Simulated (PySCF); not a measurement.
PySCF input for 2-fluoropent-1-en-3-yne (C5H5F), SMILES C=C(F)C#CC, PBE0/pcSseg-1. The structure is a stationary point at B3LYP-D3(BJ)/def2-SVP.

```python
import numpy as np
from pyscf import gto, scf, dft
from pyscf.prop.nmr import rks as nmr

mol = gto.M(
    atom='''
    C    -2.22752956    0.15069412    0.19890984
    C    -1.03606199    0.30883650   -0.39012618
    F    -0.96185230    0.89926247   -1.60045615
    C     0.22743352   -0.09272749    0.13600089
    C     1.30714033   -0.43181183    0.57717762
    C     2.60039879   -0.83841288    1.10694590
    H    -2.29487616   -0.32536222    1.17633950
    H    -3.13554357    0.49767977   -0.29703449
    H     2.71405890   -1.93494296    1.08367500
    H     2.72316927   -0.50873906    2.15174411
    H     3.42157589   -0.40146842    0.51593282
    ''',
    basis='pcSseg-1',
    charge=0,
    spin=0,
    max_memory=1600,
    verbose=3,
)
mf = dft.RKS(mol, xc='pbe0')
mf.grids.level = 3
mf.conv_tol = 1e-10
mf.max_cycle = 100
mf.kernel()
n = nmr.NMR(mf)
n.verbose = 2
n.max_cycle_cphf = 60
sigma = n.kernel()
print('atom   isotropic/ppm   span/ppm')
for i, s in enumerate(sigma):
    w = np.linalg.eigvalsh((s + s.T) / 2)
    print(f'{mol.atom_symbol(i):2s}{i + 1:3d} {w.mean():14.3f} {w[2] - w[0]:11.3f}')
```

Program output:

```
converged SCF energy = -292.929706842376
atom   isotropic/ppm   span/ppm
C   1         77.214     185.583
C   2         27.307     155.619
F   3        264.800     159.819
C   4        106.523     261.494
C   5         87.756     211.852
C   6        178.761      23.908
H   7         26.287       6.557
H   8         26.052       7.134
H   9         29.161      11.533
H  10         29.184      11.456
H  11         29.158      11.498
```

Self-consistency was reached.
